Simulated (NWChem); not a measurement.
Species: hydrogen iodide (HI); SMILES I

Program: NWChem. The geometry was optimised at PBE0/def2-SVP. def2 effective core potentials on I; no spin-orbit coupling. Vertical excitations in the gas phase; the lowest state need not have the same character in each row.

For level LRC-wPBEh/def2-SVP, TDA:

```yaml
lowest excitation, singlet (eV): 5.67
oscillator_strength_of_that_bright_state: 0.977
orbital gap (eV): 10.71
```

### Question
Estimate the same quantities for level PBE/def2-SVP, TDA.

### Answer
* **lowest excitation, singlet (eV)**: 5.40
* **oscillator strength of that bright state**: 0.949
* **orbital gap (eV)**: 5.01
